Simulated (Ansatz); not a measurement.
`[Cl][SnH]([Br])[Br]` + H–F → `[F][SnH]([Br])[Br]` + HCl  (ligand exchange at the Sn–Cl bond)

Computed with Ansatz on PBE0-D4/def2-TZVP structures; ΔE is electronic, products minus reactants. CCSD(T)/CBS is the MP2 limit (def2-TZVPP, def2-QZVPP) plus CCSD(T) − MP2 in def2-TZVPP, frozen cores. This one scheme is used for every species. Functionals use def2-TZVPP. Elements past krypton have def2 core potentials. For Br, Sn outer-core shells are correlated without core-valence functions, which leaves a few kJ/mol of doubt a bond. Scalar relativity is left out up to krypton.

CCSD(T)/CBS gives +37.6 kJ/mol.

Question: Another level gave +31.8 kJ/mol. Which?
A. BHLYP-D4/def2-TZVPP
B. CAM-B3LYP-D4/def2-TZVPP
C. BLYP/def2-TZVPP
D. PBE-D4/def2-TZVPP

Answer: D. PBE-D4 31.8, BHLYP-D4 37.3, CAM-B3LYP-D4 26.4, BLYP 18.9 kJ/mol.

Largest T1 diagnostic among the species: 0.011.

Leaving LDA and LC-ωPBE aside and taking each functional with its dispersion term where it has one, the values, not all of them listed here, spread over 15.6 kJ/mol, from B97M-V to PBE-QIDH. LDA lies +4.9 kJ/mol from PBE without D4. From r2SCAN to r2SCAN0 (25 % exact exchange), in def2-TZVPP and without D4, ΔE moves by +7.2 kJ/mol. The D4 term adds +6.3 kJ/mol with B3LYP and +3.4 kJ/mol with PBE0; it sums over pairs of atoms, weighted by their polarisabilities, and B3LYP, whose exchange is more repulsive, gets the larger term.

CCSD(T)/CBS has its own doubt, a few kJ/mol and more with outer-core shells, so smaller differences from it don't rank the levels.

B3LYP here is the variant with VWN-RPA as its local correlation; programs differ in this.
